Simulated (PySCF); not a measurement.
## Electron correlation in Os²⁺ (osmium, charge +2)

[Xe] 4f14 5d5 6p1, high-spin 7P determinant (an excited configuration). Computed with PySCF 2.14 in x2c-TZVPPall with one added diffuse shell each of s, p, d, f type (12s8p8d4f1g, 113 functions), with the spin-free X2C one-electron Hamiltonian (Gaussian nucleus). Frozen: [Xe] 4f14; 6 electrons correlated.

MP2 pair energies summed by pair of shells (mhartree):

```csv
pair,energy,share (%)
5d-5d,-46.52,73.9
5d-6p,-16.46,26.1
```

Total MP2 correlation energy: -62.98 mhartree.

Same-spin part -62.98 and opposite-spin part 0.00 mhartree; SCS-MP2 scales them by 1/3 and 6/5 to -20.99 mhartree.
